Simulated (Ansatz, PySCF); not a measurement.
The Ansatz (a first-principles code) input:
Ansatz 0.2 input:
```yaml
crystal:
  periodic: [false, false, false]
  atoms:
    - {symbol: Se, position_ang: [0.09953013, 0.11985247, 0.83385844]}
    - {symbol: Cl, position_ang: [1.01690937, 1.22996103, -0.75042855]}
    - {symbol: Cl, position_ang: [-1.21596964, -1.46966598, -0.91728834]}
basis:
  gaussian:
    orbitals: cc-pVDZ
hamiltonian:
  xc: cam_b3lyp
total_charge: -1
magnetization: {spin_polarized: true, initial_magnetization: 1}
accuracy: high
```

Q: Convert this to an input for PySCF.

A: This is not unique; one that fits is 
```python
from pyscf import gto, scf, dft

mol = gto.M(
    atom='''
Se    0.099530    0.119852    0.833858
Cl    1.016909    1.229961   -0.750429
Cl   -1.215970   -1.469666   -0.917288
''',
    basis='cc-pvdz',
    charge=-1,
    spin=1,
    verbose=4,
)

mf = dft.UKS(mol)
mf.xc = 'camb3lyp'
mf.grids.atom_grid = (99, 590)
mf.grids.prune = None
mf.kernel()
```

Both were run: Ansatz gave -3322.142424 Eh and PySCF -3322.142425 Eh, 0.001 mEh apart.
